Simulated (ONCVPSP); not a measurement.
# What one change does to a pseudopotential (W, ONCV)

W (Z = 74), optimised norm-conserving Vanderbilt (ONCV), made with ONCVPSP 4.0.1 (LDA (Perdew-Wang 92), scalar-relativistic). Core [Kr] 4d10 4f14, reference 5s2 5p6 5d4 6s2. Waves: 5s+6s: rc 1.90 bohr, ncon 4, nbas 7, qcut 6.6 1/bohr, 2 projectors; 5p: rc 1.25 bohr, ncon 4, nbas 8, qcut 6.7 1/bohr, 3 projectors, debl 2.2 Ha; 5d: rc 1.75 bohr, ncon 5, nbas 8, qcut 6 1/bohr, 2 projectors, debl 1.4 Ha. Local part: polynomial inside 0.90 bohr (lpopt 5, dvloc0 0 Ha). Core correction: Teter function fitted to the true core (icmod 2), fcfact 0.65.

Change: s: rc 2.3.

Cutoffs: the cutoffs (Ha) at which the residual kinetic energy of the hardest occupied pseudo-wave falls to 1 and 0.1 mHa per electron; they do not see the model core or the augmentation charge, which bear on the density cutoff. Errors are all-electron minus pseudo energies relative to the spin-unpolarised reference configuration.

Q: What does the change do?

A: The potential gets neither clearly harder nor softer (71 Ha and 127 Ha → 71 Ha and 127 Ha); both files keep a bound ghost (s); of the 4 tests that both files solve, the error grows in 4 and shrinks in 0 by more than 15 % and 0.3 meV (median size 9.9 → 14.0 meV). More of the atom is replaced by a form fitted at one configuration, so other configurations suffer.

```csv
quantity,base,changed
"cutoff, loose",71 Ha,71 Ha
"cutoff, tight",127 Ha,127 Ha
loose cutoff by channel,"s 15 Ha, p 71 Ha, d 14 Ha","s 10 Ha, p 71 Ha, d 14 Ha"
bound ghosts,s,s
GHOST(+) flags under 300 eV,none,none
"error for 5s2 5p6 5d4 6s1, meV [ΔE 9.13 eV]",-4.4,-5.6
"error for 5s2 5p6 5d4 6s0, meV [ΔE 25.14 eV]",-15,-22
"error for 5s2 5p6 5d3 6s0, meV [ΔE 50.85 eV]",-20,-25
"error for 5s2 5p6 5d3 6s2, meV [ΔE 9.06 eV]",-3.3,-4.0
p: phases at 1.27 bohr within 0.05 rad from the reference energy up to (Ha; the scan ends near 5),to the end of the scan,to the end of the scan
d: phases at 1.77 bohr within 0.05 rad from the reference energy up to (Ha; the scan ends near 5),4.4,4.4
"rms error of d²Exc/dni dnj with the model core, mHa",0.71,1.01
```

 A true bound ghost makes a file unfit for plane-wave use even where its test errors are small: the radial tests pick states by their node count and pass the ghost by.
